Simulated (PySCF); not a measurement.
Electron correlation in B (boron, neutral)

[He] 2s2 3d1, 2D determinant (an excited configuration). Computed with PySCF 2.14 in aug-cc-pVQZ-DK (6s5p4d3f2g, 80 functions), with scalar relativity by spin-free X2C-1e. Frozen: 1s2; 3 electrons correlated.

```json
{"level": "CCSD", "correlation energy (mhartree)": "-55.20"}
{"level": "(T)", "correlation energy (mhartree)": "-7.26"}
{"level": "CCSD(T)", "correlation energy (mhartree)": "-62.46"}
```

Diagnostics: T1 = 0.043, D1 = 0.1014, largest double amplitude 0.418.

The outer electron is Rydberg-like, and this basis confines it to a smaller radius and binds it less than a complete one would. T1 exceeds 0.03, a sign that the reference determinant is poor. A double-excitation amplitude exceeds 0.15, a sign of near-degeneracy.

Cost of the coupled-cluster step: roughly 20 core-seconds, for 3 correlated electrons.

Iterations:

```
CC2 = 0
CCSD nocc = (np.int64(2), np.int64(1)), nmo = (79, 79)
frozen orbitals [[0], [0]]
max_cycle = 100
direct = 0
conv_tol = 1e-08
conv_tol_normt = 1e-06
diis_space = 8
diis_start_cycle = 0
Init t2, MP2 energy = -0.0435440874576129
Init E_corr(UCCSD) = -0.0435440874577251
cycle = 1  E_corr(UCCSD) = -0.0554957217335499  dE = -0.0119516343  norm(t1,t2) = 0.0793309
cycle = 2  E_corr(UCCSD) = -0.0617965448136596  dE = -0.00630082308  norm(t1,t2) = 0.053457
cycle = 3  E_corr(UCCSD) = -0.0691756343567002  dE = -0.00737908954  norm(t1,t2) = 0.0436992
cycle = 4  E_corr(UCCSD) = -0.0702824244807408  dE = -0.00110679012  norm(t1,t2) = 0.0390678
cycle = 5  E_corr(UCCSD) = -0.0527644604498693  dE = 0.017517964  norm(t1,t2) = 0.0404633
cycle = 6  E_corr(UCCSD) = -0.0604658354958833  dE = -0.00770137505  norm(t1,t2) = 0.0120505
cycle = 7  E_corr(UCCSD) = -0.0553422581972475  dE = 0.0051235773  norm(t1,t2) = 0.0188428
cycle = 8  E_corr(UCCSD) = -0.0585033660654764  dE = -0.00316110787  norm(t1,t2) = 0.0043494
cycle = 9  E_corr(UCCSD) = -0.0561491405572064  dE = 0.00235422551  norm(t1,t2) = 0.0140652
cycle = 10  E_corr(UCCSD) = -0.0549653098204711  dE = 0.00118383074  norm(t1,t2) = 0.00380189
cycle = 11  E_corr(UCCSD) = -0.0551970817768913  dE = -0.000231771956  norm(t1,t2) = 0.00105299
cycle = 12  E_corr(UCCSD) = -0.0551838221926377  dE = 1.32595843e-05  norm(t1,t2) = 7.86986e-05
cycle = 13  E_corr(UCCSD) = -0.055186801383555  dE = -2.97919092e-06  norm(t1,t2) = 9.69626e-05
cycle = 14  E_corr(UCCSD) = -0.0551990957618949  dE = -1.22943783e-05  norm(t1,t2) = 6.13027e-05
cycle = 15  E_corr(UCCSD) = -0.0551970554568975  dE = 2.040305e-06  norm(t1,t2) = 6.54127e-05
cycle = 16  E_corr(UCCSD) = -0.0551980782808144  dE = -1.02282392e-06  norm(t1,t2) = 2.44798e-05
cycle = 17  E_corr(UCCSD) = -0.0551980177259854  dE = 6.0554829e-08  norm(t1,t2) = 2.67413e-05
cycle = 18  E_corr(UCCSD) = -0.0551982235096198  dE = -2.05783634e-07  norm(t1,t2) = 2.73365e-05
cycle = 19  E_corr(UCCSD) = -0.0551978430121034  dE = 3.80497516e-07  norm(t1,t2) = 1.46784e-05
cycle = 20  E_corr(UCCSD) = -0.0551974750834145  dE = 3.67928689e-07  norm(t1,t2) = 9.17116e-06
cycle = 21  E_corr(UCCSD) = -0.0551975615200971  dE = -8.64366826e-08  norm(t1,t2) = 4.91699e-06
cycle = 22  E_corr(UCCSD) = -0.0551976439482281  dE = -8.2428131e-08  norm(t1,t2) = 3.9483e-06
cycle = 23  E_corr(UCCSD) = -0.0551977232675662  dE = -7.93193381e-08  norm(t1,t2) = 5.27282e-06
cycle = 24  E_corr(UCCSD) = -0.055197855293571  dE = -1.32026005e-07  norm(t1,t2) = 3.89541e-06
cycle = 25  E_corr(UCCSD) = -0.0551979499225  dE = -9.4628929e-08  norm(t1,t2) = 1.47987e-06
cycle = 26  E_corr(UCCSD) = -0.0551979387833283  dE = 1.11391717e-08  norm(t1,t2) = 2.57396e-06
cycle = 27  E_corr(UCCSD) = -0.0551979404643222  dE = -1.68099393e-09  norm(t1,t2) = 1.17781e-06
cycle = 28  E_corr(UCCSD) = -0.0551979469658213  dE = -6.50149907e-09  norm(t1,t2) = 7.89826e-07
UCCSD converged
E(UCCSD) = -24.32411468431665  E_corr = -0.05519794696582131
UCCSD(T) correction = -0.00726077920659281
```
